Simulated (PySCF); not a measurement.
# Orbital picture of BPd

r²SCAN at R = 1.772 Å; basis B def2-TZVPP, Pd def2-TZVPP with ECP28; scalar-relativistic core potentials; PySCF 2.14. State: ²Σ⁺ (doublet), unpaired electrons σ ↑. Only the outer orbitals are listed, counted within each symmetry, core potentials removing the inner ones.

```csv
spin,orbital,occ.,ε (eV),on B (%),main shells (%)
α,4σ,1,-11.35,64,"60 B s, 30 Pd d"
α,2π,1,-7.91,15,"85 Pd d, 14 B p"
α,2π,1,-7.91,15,"85 Pd d, 14 B p"
α,5σ,1,-7.47,45,"47 Pd d, 29 B s, 16 B p"
α,1δ,1,-6.56,0,100 Pd d
α,1δ,1,-6.56,0,100 Pd d
α,6σ,1,-4.76,35,"56 Pd s, 34 B p"
α,3π,0,-2.70,64,"64 B p, 26 Pd p, 10 Pd d"
α,3π,0,-2.70,64,"64 B p, 26 Pd p, 10 Pd d"
α,7σ,0,-1.52,35,"34 Pd p, 33 B p, 24 Pd s"
β,4σ,1,-11.19,62,"55 B s, 34 Pd d"
β,2π,1,-7.78,16,"84 Pd d, 14 B p"
β,2π,1,-7.78,16,"84 Pd d, 14 B p"
β,5σ,1,-6.71,42,"50 Pd d, 37 B s"
β,1δ,1,-6.33,0,100 Pd d
β,1δ,1,-6.33,0,100 Pd d
β,6σ,0,-3.29,33,"62 Pd s, 26 B p"
β,3π,0,-2.35,68,"68 B p, 20 Pd p, 11 Pd d"
β,3π,0,-2.35,68,"68 B p, 20 Pd p, 11 Pd d"
```

**Question.** Which are the highest filled and the lowest empty level, where do they sit, and how wide is the gap?

**Answer.** Highest filled α 6σ at -4.76 eV (in %: 56 Pd s, 34 B p); lowest empty β 6σ at -3.29 eV (in %: 62 Pd s, 26 B p); the gap at r²SCAN is 1.47 eV.

| Item | Value |
| --- | --- |
| bond order (Mayer) | 2.04 |
| ⟨S²⟩ | 0.766 |
| charge on B (Mulliken, basis-dependent) | -0.14 |
| charge on B (Löwdin, basis-dependent) | -0.15 |
| dipole moment (positive dipole means B(−)Pd(+)) | 1.40 D |

Spin–orbit coupling is left out. With d or f electrons several states lie close, and the lowest PBE0 determinant need not be the measured ground state.
